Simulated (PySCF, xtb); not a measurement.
C2H4N, SMILES [CH]=NC, multiplicity 2.

Harmonic wavenumbers (cm⁻¹) from GFN2-xTB run with xtb at its own minimum, in rising order: 123, 347, 632, 848, 968, 1052, 1079, 1364, 1449, 1459, 1942, 2904, 2919, 2999, 3008.

### Question
What does PBE-D3(BJ)/def2-TZVP in PySCF 2.14.0 give at its own minimum? (An estimate is asked for; the answer gives what the named calculation found.)

### Answer
170, 327, 677, 876, 944, 1069, 1076, 1369, 1425, 1435, 1867, 2845, 2935, 3029, 3049. Paired by order, the mean absolute difference is 30 cm⁻¹ and the zero-point energies are 33.0 and 33.0 kcal/mol.
